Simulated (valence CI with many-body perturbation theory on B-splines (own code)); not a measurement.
Pb LXXVII: E2, E3, M1, M2 decay

Computed by valence CI with perturbative core correlation (CI+MBPT): four valence electrons over a frozen Dirac-Fock core [He], a basis of 11 s, 11 p, 9 d, 7 f, 5 g, 2 h, 1 i functions for each j, with the one-electron correlation potential Σ1, the two-electron term Σ2, the three-electron term Σ3, Breit, model QED; selected CI, second order for the rest (own B-spline code, finite nucleus).

No measured spectrum was set against this ion. As an estimate, large intervals hold to a few tenths of a per cent, small ones and those within an open d or f shell to about a per cent. Among the levels kept, up to 340 cm⁻¹ of a level comes from second order outside the variational space, and about a tenth of that is noise between levels of different J, which matters for small intervals.

Lines 1 to 50 of 67 in falling wavelength, among levels below 1251.8 Ry, chosen from the decays that carry over 1 % of a level's rate. Wavelengths and rates use the calculated energies. Electric multipoles are in the length gauge, E1 and E2 with the static RPA response of the core. S is in atomic units (e²a₀⁴ for E2 and M2, e²a₀⁶ for E3), for M1 in squared Bohr magnetons. Weak lines are less certain than strong ones. Lines between different terms over intervals too small for the method are left out, as are lines whose strength nearly cancels. The highest levels of a list are the least certain.

Levels are named by their leading jj configuration (3d3/2^4 stands for four electrons in 3d with j = 3/2), which in mixed levels can hold well under half, so a name can repeat and another be missing. Letters in brackets count levels of one name in rising energy.

```tsv
λ vac (Å)	Upper	Lower	Type	A (s⁻¹)	S (a.u.)
5.425	(2s^2 2p1/2 2p3/2) J=1	(2s^2 2p1/2^2) J=0	M1	7.14e+10	1.27e+00
5.383	(2s^2 2p1/2 2p3/2) J=2	(2s^2 2p1/2^2) J=0	E2	5.92e+08	1.19e-05
5.349	(2s^2 2p3/2^2) J=2	(2s^2 2p1/2 2p3/2) J=2	M1	5.54e+10	1.57e+00
5.343	(2s^2 2p3/2 3d5/2) J=4	(2s^2 2p1/2 3d5/2) J=3	M1	4.51e+10	2.30e+00
5.308	(2s^2 2p3/2^2) J=2	(2s^2 2p1/2 2p3/2) J=1	M1	5.50e+10	1.53e+00
5.146	(2s^2 2p3/2^2) J=0	(2s^2 2p1/2 2p3/2) J=1	M1	1.19e+11	5.99e-01
1.126	(2s 2p1/2^2 3p1/2) J=0	(2s 2p1/2^2 2p3/2) J=1	M1	1.70e+11	8.99e-03
1.118	(2s^2 2p3/2 3p1/2) J=2	(2s^2 2p3/2^2) J=0	E2	1.04e+12	8.15e-06
1.116	(2s^2 2p1/2 3p1/2) J=1	(2s^2 2p1/2 2p3/2) J=2	E2	2.73e+12	1.27e-05
1.116	(2s^2 2p1/2 3p1/2) J=1	(2s^2 2p1/2 2p3/2) J=2	M1	1.44e+11	2.23e-02
1.116	(2s 2p1/2^2 3p1/2) J=0	(2s 2p1/2^2 2p3/2) J=2	E2	5.43e+12	8.39e-06
1.114	(2s^2 2p1/2 3p1/2) J=1	(2s^2 2p1/2 2p3/2) J=1	E2	2.73e+12	1.26e-05
1.111	(2s^2 2p3/2 3p1/2) J=1	(2s^2 2p3/2^2) J=2	E2	2.76e+12	1.25e-05
1.111	(2s^2 2p3/2 3p1/2) J=1	(2s^2 2p3/2^2) J=2	M1	1.43e+11	2.19e-02
1.111	(2s^2 2p3/2 3p1/2) J=2	(2s^2 2p3/2^2) J=2	E2	3.82e+12	2.88e-05
1.110	(2s^2 2p1/2 3p1/2) J=0	(2s^2 2p1/2 2p3/2) J=2	E2	5.41e+12	8.15e-06
1.109	(2s^2 2p1/2 3p1/2) J=0	(2s^2 2p1/2 2p3/2) J=1	M1	1.67e+11	8.43e-03
1.065	(2s^2 2p3/2 3d5/2) J=4	(2s 2p1/2 2p3/2^2) J=2 [b]	E2	4.64e+10	5.11e-07
1.062	(2s 2p1/2 2p3/2 3p3/2) J=4	(2s 2p1/2 2p3/2^2) J=2 [b]	E2	1.73e+11	1.88e-06
1.055	(2s^2 2p3/2 3d5/2) J=4	(2s 2p1/2 2p3/2^2) J=3	E2	3.53e+11	3.71e-06
1.052	(2s 2p1/2 2p3/2 3p3/2) J=0 [b]	(2s 2p1/2 2p3/2^2) J=2 [b]	E2	3.08e+12	3.55e-06
1.052	(2s 2p1/2 2p3/2 3p3/2) J=3 [a]	(2s 2p1/2 2p3/2^2) J=2 [a]	E2	1.74e+12	1.40e-05
1.052	(2s 2p1/2 2p3/2 3p3/2) J=4	(2s 2p1/2 2p3/2^2) J=3	E2	1.42e+12	1.47e-05
1.052	(2s^2 2p3/2 3p3/2) J=2	(2s^2 2p3/2^2) J=0	E2	1.11e+12	6.40e-06
1.051	(2s 2p1/2 2p3/2 3p3/2) J=1 [d]	(2s 2p1/2 2p3/2^2) J=2 [b]	E2	1.75e+12	6.02e-06
1.051	(2s^2 2p3/2 3d5/2) J=4	(2s 2p1/2 2p3/2^2) J=2 [a]	E2	2.27e+10	2.33e-07
1.051	(2s 2p1/2 2p3/2 3p3/2) J=1 [d]	(2s 2p1/2 2p3/2^2) J=1 [a]	E2	1.56e+12	5.34e-06
1.050	(2s 2p1/2^2 3p3/2) J=2	(2s 2p1/2^2 2p3/2) J=2	E2	1.86e+12	1.06e-05
1.050	(2s^2 2p1/2 3p3/2) J=2	(2s^2 2p1/2 2p3/2) J=2	E2	1.91e+12	1.09e-05
1.050	(2s^2 2p1/2 3p3/2) J=1	(2s^2 2p1/2 2p3/2) J=2	E2	1.38e+12	4.71e-06
1.049	(2s^2 2p3/2 3p3/2) J=3	(2s^2 2p3/2^2) J=2	E2	2.18e+12	1.73e-05
1.049	(2s^2 2p3/2 3p3/2) J=1	(2s^2 2p3/2^2) J=2	E2	2.19e+12	7.45e-06
1.048	(2s^2 2p1/2 3p3/2) J=2	(2s^2 2p1/2 2p3/2) J=1	E2	8.32e+11	4.70e-06
1.048	(2s^2 2p1/2 3p3/2) J=1	(2s^2 2p1/2 2p3/2) J=1	E2	1.38e+12	4.68e-06
1.048	(2s 2p1/2 2p3/2 3p3/2) J=4	(2s 2p1/2 2p3/2^2) J=2 [a]	E2	9.11e+10	9.26e-07
1.043	(2s^2 2p3/2 3p3/2) J=0	(2s^2 2p3/2^2) J=2	E2	5.59e+12	6.16e-06
1.042	(2s 2p1/2 2p3/2 3p3/2) J=1 [d]	(2s 2p1/2 2p3/2^2) J=3	E2	9.72e+11	3.19e-06
1.039	(2s 2p1/2 2p3/2 3p3/2) J=0 [b]	(2s 2p1/2 2p3/2^2) J=2 [a]	E2	7.52e+11	8.12e-07
1.030	(2s 2p1/2 2p3/2 3d5/2) J=5	(2s 2p1/2 2p3/2^2) J=3	M2	1.85e+11	2.11e-06
1.030	(2s 2p1/2 2p3/2 3d5/2) J=5	(2s 2p1/2 2p3/2^2) J=3	E3	1.06e+10	4.57e-07
1.027	(2s^2 2p3/2 3d5/2) J=4	(2s^2 2p3/2^2) J=2	M2	1.47e+11	1.34e-06
0.8834	(2s 2p1/2 2p3/2 3p3/2) J=3 [a]	(2s 2p1/2^2 2p3/2) J=2	E2	7.97e+11	2.68e-06
0.8823	(2s^2 2p3/2 3d5/2) J=4	(2s 2p1/2^2 2p3/2) J=2	E2	1.36e+11	5.83e-07
0.8804	(2s 2p1/2 2p3/2 3p3/2) J=4	(2s 2p1/2^2 2p3/2) J=2	E2	2.90e+12	1.23e-05
0.8792	(2s 2p1/2 2p3/2 3p3/2) J=1 [d]	(2s 2p1/2^2 2p3/2) J=1	E2	1.71e+12	2.40e-06
0.8785	(2s^2 2p1/2 3p3/2) J=2	(2s^2 2p1/2^2) J=0	E2	2.77e+12	6.46e-06
0.8785	(2s^2 2p1/2 3p3/2) J=1	(2s^2 2p1/2^2) J=0	M1	9.58e+10	7.22e-03
0.8770	(2s^2 2p3/2 3p3/2) J=3	(2s^2 2p1/2 2p3/2) J=2	E2	1.41e+12	4.58e-06
0.8769	(2s^2 2p3/2 3p3/2) J=1	(2s^2 2p1/2 2p3/2) J=2	E2	3.02e+12	4.19e-06
0.8759	(2s^2 2p3/2 3p3/2) J=3	(2s^2 2p1/2 2p3/2) J=1	E2	2.08e+12	6.69e-06
```
